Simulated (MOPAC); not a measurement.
MOPAC input (PM7):

```
PM7 PRECISE GNORM=0.05 LET XYZ GEO-OK AUX(PRECISION=9) THREADS=1
H2F2Si

Si    0.23221123 1   -0.14228547 1    0.35668380 1
F    -0.90078658 1   -0.95744892 1   -0.40825915 1
F     0.39676744 1    1.26628240 1   -0.36593023 1
H     1.49823902 1   -0.87873003 1    0.23656190 1
H    -0.21302390 1    0.09122531 1    1.73756926 1
```

From the last part of the output:

```
                                                       MOPAC v23.2.5 Linux

          FINAL HEAT OF FORMATION =       -190.96542 KCAL/MOL =    -798.99934 KJ/MOL

          COSMO AREA              =         88.59 SQUARE ANGSTROMS
          COSMO VOLUME            =         74.50 CUBIC ANGSTROMS

          GRADIENT NORM           =          0.02251          =       0.01007 PER ATOM
          IONIZATION POTENTIAL    =         13.145683 EV
          HOMO LUMO ENERGIES (EV) =        -13.146  0.166
          NO. OF FILLED LEVELS    =         10
          MOLECULAR WEIGHT        =         68.0981         POINT GROUP:  C2v

          MOLECULAR DIMENSIONS (Angstroms)

            Atom       Atom       Distance
            F     3    F     2     2.49443
            H     4    H     5     2.41662
            H     4    F     2     1.78073

          SCF CALCULATIONS        =         11

   ATOM   CHEMICAL          X               Y               Z
  NUMBER   SYMBOL      (ANGSTROMS)     (ANGSTROMS)     (ANGSTROMS)

     1      Si          0.23432379  *  -0.14358016  *   0.35993014  *
     2       F         -0.88656085  *  -0.91896256  *  -0.41691101  *
     3       F          0.37041487  *   1.23522701  *  -0.37590636  *
     4       H          1.49903657  *  -0.88013534  *   0.28593173  *
     5       H         -0.17232328  *   0.06720268  *   1.75193802  *

                             CARTESIAN COORDINATES

   1   Si        0.234323791    -0.143580160     0.359930144
   2    F       -0.886560853    -0.918962563    -0.416911009
   3    F        0.370414873     1.235227015    -0.375906362
   4    H        1.499036571    -0.880135342     0.285931729
   5    H       -0.172323278     0.067202678     1.751938021

           Empirical Formula: H2 Si F2  =     5 atoms

      MOLECULAR POINT GROUP   :   C2v

                  EIGENVALUES
 -40.99628 -40.78559 -18.40690 -17.07029 -16.94822 -16.35793 -16.05304 -15.09343
 -14.77237 -13.14568   0.16574   0.74349   1.81992   5.57978  21.86923  21.87958
  22.25257  22.87148  23.41208

              NET ATOMIC CHARGES AND DIPOLE CONTRIBUTIONS

  ATOM NO.   TYPE          CHARGE      No. of ELECS.   s-Pop       p-Pop       d-Pop
    1         Si           0.453970        3.5460     0.89911     2.38978     0.25714
    2          F          -0.327703        7.3277     1.92109     5.40661
    3          F          -0.327705        7.3277     1.92109     5.40661
    4          H           0.100719        0.8993     0.89928
    5          H           0.100719        0.8993     0.89928
 DIPOLE           X         Y         Z       TOTAL
 POINT-CHG.     1.965    -1.204     3.019     3.798
 HYBRID        -0.796     0.488    -1.223     1.539
 SUM            1.169    -0.716     1.795     2.259

          ATOMIC ORBITAL ELECTRON POPULATIONS

     Atom    s        px        py        pz      x^2-y^2     xz        z^2       yz        xy
    1 Si   0.89911   0.87205   0.64057   0.87716   0.05206   0.03179   0.06348   0.04506   0.06475
    2  F   1.92109   1.73230   1.84133   1.83298
    3  F   1.92109   1.93631   1.62711   1.84320
    4  H   0.89928
    5  H   0.89928

 **********************
 *                    *
 * JOB ENDED NORMALLY *
 *                    *
 **********************

 == MOPAC DONE ==
```

The geometry given is a B3LYP-D3(BJ)/def2-TZVP minimum.
